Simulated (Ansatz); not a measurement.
Ansatz results at the PBE0-D4/def2-TZVP geometry: ideal-gas entropy at 298 K and 1 bar (rigid rotor, harmonic PBE0-D4/def2-TZVP) 339 J/(mol·K); HOMO–LUMO gap (PBE/def2-TZVPP) 3.21 eV; HOMO energy (B3LYP/def2-TZVPP) -6.75 eV.

Each molecule was computed in one conformer, which needn't be the lowest.

(1) Which molecule gave them?
A. `N=[C](N)[AlH][F]`
B. `[NH2][Zn][AlH][F]`
C. `[OH][AlH][SiH3]`
D. `N=C[NH][AlH][F]`

Answers

(1) A. The others give `N=C[NH][AlH][F]`: 331, 4.25, -7.20; `[OH][AlH][SiH3]`: 331, 4.35, -7.42; `[NH2][Zn][AlH][F]`: 363, 2.87, -6.47.

B3LYP here is the variant with VWN-RPA as its local correlation; programs differ in this.
